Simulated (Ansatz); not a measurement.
Species: Cl3Ga, SMILES `[Cl][Ga]([Cl])[Cl]` (charge 0, multiplicity 1).

Give a relaxed geometry from PBE-D3(BJ)/def2-SVP in Ansatz (a program for electronic structure).

the end point of this relaxation (outside a Z-matrix the atoms follow the SMILES, hydrogens last).
Bonded distances (Å): Cl1–Ga2 2.138, Ga2–Cl3 2.138, Ga2–Cl4 2.138. Bond angles (°): Cl1–Ga2–Cl3 120.0, Cl1–Ga2–Cl4 120.0, Cl3–Ga2–Cl4 120.0.
